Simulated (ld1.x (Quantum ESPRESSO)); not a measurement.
Reading a pseudo-wave (indium (In))

Columns: radius, all-electron u(r) and pseudo u(r) of the 4p shell (level -78.99 eV) of indium in the configuration [Ar] 3d10 4s2 4p6 4d10 5s1.5 5p1.5; PBE, scalar-relativistic, TM scheme, ld1.x (Quantum ESPRESSO) 7.5.

| r (bohr) | all-electron | pseudo |
| --- | --- | --- |
| 0.068 | 0.4299 | 0.0194 |
| 0.135 | -0.0238 | 0.0754 |
| 0.202 | -0.5288 | 0.1643 |
| 0.270 | -0.6478 | 0.2822 |
| 0.338 | -0.4363 | 0.4201 |
| 0.405 | -0.0741 | 0.5665 |
| 0.473 | 0.3163 | 0.7156 |
| 0.540 | 0.6499 | 0.8530 |
| 0.608 | 0.9062 | 0.9733 |
| 0.675 | 1.0740 | 1.0652 |
| 0.742 | 1.1657 | 1.1254 |
| 0.810 | 1.1962 | 1.1520 |
| 0.878 | 1.1794 | 1.1448 |
| 0.945 | 1.1304 | 1.1085 |
| 1.013 | 1.0598 | 1.0486 |
| 1.080 | 0.9786 | 0.9740 |
| 1.148 | 0.8910 | 0.8897 |
| 1.215 | 0.8042 | 0.8039 |
| 1.283 | 0.7188 | 0.7188 |
| 1.350 | 0.6393 | 0.6393 |
| 1.418 | 0.5644 | 0.5644 |
| 1.485 | 0.4970 | 0.4970 |
| 1.553 | 0.4351 | 0.4351 |
| 1.620 | 0.3804 | 0.3804 |
| 1.688 | 0.3311 | 0.3311 |
| 1.755 | 0.2881 | 0.2881 |

Q: How many radial nodes do the two functions have?

A: The all-electron 4p function has n − l − 1 = 2; the pseudo-wave has 0, since the states of the same l below it are removed with the core.

Q: At about which radius was the pseudo-wave matched?

A: 1.35 bohr. The columns agree to 0.0005 from 1.22 bohr on; several derivatives are matched, so the curves merge somewhat inside the radius.

Q: Is the pseudo-wave norm-conserving?

A: Yes: the TM scheme keeps the norm inside the radius equal to the all-electron one, which fixes the energy derivative of the logarithmic derivative at the level.
